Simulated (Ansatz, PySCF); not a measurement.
This Ansatz (a first-principles code) input computes a r2SCAN/def2-TZVPD energy:

Ansatz 0.2 input:
```yaml
crystal:
  periodic: [false, false, false]
  atoms:
    - {symbol: B, position_ang: [-0.85573650, -0.00493450, -0.02237294]}
    - {symbol: N, position_ang: [0.51584742, -0.10079013, 0.00863416]}
    - {symbol: H, position_ang: [-1.47797506, 1.01043132, 0.00900960]}
    - {symbol: H, position_ang: [1.13550828, 0.69831676, 0.06203764]}
    - {symbol: H, position_ang: [1.01021735, -0.97854462, -0.01962167]}
basis:
  gaussian:
    orbitals: def2-TZVPD
hamiltonian:
  xc: {name: r2SCAN}
magnetization: {spin_polarized: true, initial_magnetization: 1}
output: {forces: true}
```

Q: Write an input for the same energy in PySCF and say what it gives.

A: 
```python
from pyscf import gto, scf, dft

mol = gto.M(
    atom='''
    B    -0.85573650   -0.00493450   -0.02237294
    N     0.51584742   -0.10079013    0.00863416
    H    -1.47797506    1.01043132    0.00900960
    H     1.13550828    0.69831676    0.06203764
    H     1.01021735   -0.97854462   -0.01962167
    ''',
    basis='def2-tzvpd',
    charge=0,
    spin=1,
    verbose=4,
)

mf = dft.UKS(mol, xc='r2scan').density_fit(auxbasis='def2-universal-jkfit')
mf.grids.level = 4
mf.conv_tol = 1e-9
mf.max_cycle = 100
mf.max_memory = 1500
mf.kernel()
if not mf.converged:
    mf = mf.newton()
    mf.kernel(mf.make_rdm1())
for _ in range(2):
    mo, _, stable, _ = mf.stability(return_status=True)
    if stable:
        break
    mf.kernel(mf.make_rdm1(mo, mf.mo_occ))
mf.analyze()
```
It gives -81.34618 Eh, and Ansatz -81.34614 Eh, a difference of 0.04 mEh, from the treatment of integrals and grids.

It need not be the lowest isomer of its formula.
